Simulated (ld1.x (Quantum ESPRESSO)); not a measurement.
# In (Z = 49): one change to a TM semilocal potential, before and after

indium (In), norm-conserving Troullier–Martins (semilocal form), made with ld1.x (Quantum ESPRESSO) 7.5 (PBE, scalar-relativistic). Core [Kr] 4d10, reference 5s2 5p0 (charge +1). Waves: 5p (bound, empty): rc 2.65 bohr; 5d channel at 0.25 Ry: rc 2.00 bohr; 5s (bound): rc 1.80 bohr. Local part: the s channel. Core correction: none.

All-electron outer shells of the reference configuration (PBE, scalar-relativistic, ld1.x):

| shell | level (eV) | outermost node (bohr) | outermost maximum (bohr) |
| --- | --- | --- | --- |
| 5s | -14.92 | 1.02 | 2.11 |
| 5p | -8.43 | 1.14 | 2.64 |

Change: all radii scaled by about 1.36 (s 2.44, p 3.60, d 2.72 bohr).

Cutoffs: the cutoffs (Ry, on a coarse ladder) from which the occupation-weighted sum of valence levels, in a spherical-Bessel basis at the reference potential, stays within 10 and 1 mRy of its value at 400 Ry; they do not see the model core or the augmentation charge, which bear on the density cutoff. Errors are all-electron minus pseudo energies relative to the spin-unpolarised reference configuration.

**Question.** Predict the effect on cutoff, ghosts and configuration errors.

**Answer.** The potential gets softer (21 Ry and 50 Ry → 15 Ry and 25 Ry); of the 7 tests that both files solve, the error grows in 1 and shrinks in 0 by more than 15 % and 0.3 meV (median size 59.3 → 57.9 meV); neither file shows a bound ghost. A larger radius leaves more room for a smooth pseudo-wave, so fewer plane waves are needed. A semilocal file is local in each channel, so a ghost entry of none says nothing of the separable form that plane-wave codes build from it.

| quantity | base | changed |
| --- | --- | --- |
| cutoff, loose | 21 Ry | 15 Ry |
| cutoff, tight | 50 Ry | 25 Ry |
| bound ghosts | none | none |
| error for 5s2 5p1, meV [ΔE -5.36 eV] | +43 | +41 |
| error for 5s1 5p0, meV [ΔE 19.23 eV] | +90 | +88 |
| error for 5s2 5p0.5, meV [ΔE -3.42 eV] | +15 | +13 |
| error for 5s2 5p1.3, meV [ΔE -5.90 eV] | +59 | +58 |
| error for 5s0 5p3, meV [ΔE 6.58 eV] | +241 | +250 |
| error for 5s1 5p1, meV [ΔE 6.59 eV] | +39 | +45 |
| error for 5s1 5p2, meV [ΔE 0.48 eV] | +108 | +110 |
